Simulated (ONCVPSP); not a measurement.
## Li (Z = 3) ONCV: all-electron and pseudo phase curves

- Element: Li (Z = 3)
- Generator: ONCVPSP 4.0.1
- Type: optimised norm-conserving Vanderbilt (ONCV)
- Functional: PBEsol
- Relativity: non-relativistic
- Frozen core: [He]
- Valence charge: 1
- Reference configuration: 2s1
- Partial waves: 2s: rc 3.35 bohr, ncon 5, nbas 8, qcut 1.8 1/bohr, 2 projectors, debl 0.4 Ha; p scattering state at 0.26 Ha: rc 3.10 bohr, ncon 4, nbas 8, qcut 2.3 1/bohr, 2 projectors, debl 1.3 Ha; d scattering state at 0.25 Ha: rc 3.25 bohr, ncon 3, nbas 6, qcut 3.4 1/bohr, 2 projectors, debl 3.8 Ha
- Local potential: polynomial inside 1.95 bohr (lpopt 5, dvloc0 0 Ha)
- Core correction: Teter function, fcfact 1.5, rcfact 1.6

In the p channel the program set the typed energies aside and used 0.050, 1.350 Ha.

The phase is arctan(r·R′/R) of the radial function R(r), unwrapped; energies in Ha, scanned from -2 to 5 Ha. A pole is an energy at which the radial function vanishes at the test radius. The pseudo phase is shifted by a multiple of π to meet the all-electron one at the reference energy, and phase errors are pseudo minus all-electron; the curves can meet again beyond the range given. Levels narrower than the energy grid can be missing from the lists of poles. Where the grid stepped over a known ghost or core level, its pole and its step of π were put in at the level’s energy.

```tsv
channel	radius (bohr)	reference energy (Ha)	poles, all-electron	poles, pseudo	unbroken range about the reference energy with phases within 0.05 rad	phase error 1 Ha above the reference energy (rad)
s	3.40	-0.10	-1.89, 0.31, 2.10, 4.88	0.31, 2.28	-1.9 to 0.9	+0.029
p	3.14	0.05	0.42, 2.10, 4.88	0.43, 2.14	below 2.7	+0.014
d	3.30	0.25	1.11, 3.19	1.12, 3.24	below 1.7	+0.003
```

Phases in the d channel:

| E (Ha) | all-electron | pseudo |
| --- | --- | --- |
| -1.98 | 1.398 | 1.397 |
| -1.62 | 1.378 | 1.377 |
| -1.26 | 1.350 | 1.349 |
| -0.90 | 1.306 | 1.305 |
| -0.54 | 1.230 | 1.229 |
| -0.18 | 1.048 | 1.047 |
| 0.18 | 0.256 | 0.256 |
| 0.54 | -1.150 | -1.151 |
| 0.90 | -1.476 | -1.476 |
| 1.26 | -1.629 | -1.626 |
| 1.62 | -1.844 | -1.813 |
| 1.98 | -3.551 | -2.989 |
| 2.34 | -4.487 | -4.426 |
| 2.70 | -4.625 | -4.604 |
| 3.06 | -4.693 | -4.682 |
| 3.42 | -4.748 | -4.742 |
| 3.78 | -4.817 | -4.815 |
| 4.14 | -4.977 | -4.976 |
| 4.50 | -6.529 | -6.295 |
| 4.86 | -7.614 | -7.560 |
